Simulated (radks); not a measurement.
The numbers below are computed, except where a source is named.
All-electron atom: Br+ in [Ar] 3d10 4s1.5 4p4.5 (fractional occupations, a model configuration). Level of theory: Dirac Kohn-Sham, PBEsol, spin-unpolarised, spherical densities, point nucleus; open shells are shared between the two j in proportion to 2j + 1 (a radial shooting solver on a logarithmic mesh with Libxc functionals).

Spin-orbit splittings of the eigenvalues, e(l+1/2) - e(l-1/2), with zeta = 2 splitting/(2l+1) and mean radii in bohr:

2p: occ. 6; splitting (eV) 47.45; zeta (eV) 31.63; <r> j=l-1/2 0.1628; <r> j=l+1/2 0.1667
3p: occ. 6; splitting (eV) 6.837; zeta (eV) 4.558; <r> j=l-1/2 0.5571; <r> j=l+1/2 0.5676
3d: occ. 10; splitting (eV) 1.087; zeta (eV) 0.4349; <r> j=l-1/2 0.5873; <r> j=l+1/2 0.5914
4p: occ. 4.5; splitting (eV) 0.5833; zeta (eV) 0.3888; <r> j=l-1/2 1.923; <r> j=l+1/2 1.959
